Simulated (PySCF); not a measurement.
B(Br)(Me)(vinyl) (C₃H₆BBr), SMILES C=CB(C)Br.

Geometry optimised at PBE0-D3(BJ)/def2-SVP. The values are those of a single conformer.

Calculation: PySCF with TDA-CAM-B3LYP/def2-SVPD.

Vertical excitations. Isolated molecule, no solvent. State labels are in the subgroup Cs.

```csv
state,symmetry,energy (eV),λ (nm),f,main pairs
S1,A",4.90,253,0.000,HOMO→LUMO 94 %
S2,A',5.98,207,0.448,HOMO−1→LUMO 88 %
S3,A",6.20,200,0.001,"HOMO−3→LUMO 65 %, HOMO−4→LUMO 29 %"
S4,A",6.44,192,0.000,"HOMO−4→LUMO 67 %, HOMO−3→LUMO 30 %"
S5,A',6.73,184,0.175,HOMO−2→LUMO 88 %
S6,A',7.40,168,0.076,HOMO→LUMO+1 84 %
S7,A",7.68,162,0.000,HOMO−1→LUMO+1 89 %
S8,A",7.83,158,0.001,HOMO−5→LUMO 82 %
S9,A',7.88,157,0.001,"HOMO→LUMO+2 51 %, HOMO→LUMO+5 31 %"
S10,A",8.08,154,0.088,"HOMO−1→LUMO+2 58 %, HOMO−2→LUMO+1 23 %"
T1,A',3.66,338,0,"HOMO−1→LUMO 68 %, HOMO−2→LUMO 23 %"
T2,A",4.66,266,0,HOMO→LUMO 88 %
T3,A',5.42,229,0,"HOMO−2→LUMO 67 %, HOMO−1→LUMO 26 %"
T4,A",5.77,215,0,"HOMO−3→LUMO 73 %, HOMO−4→LUMO 12 %"
```
Triplets are in the Tamm–Dancoff approximation.
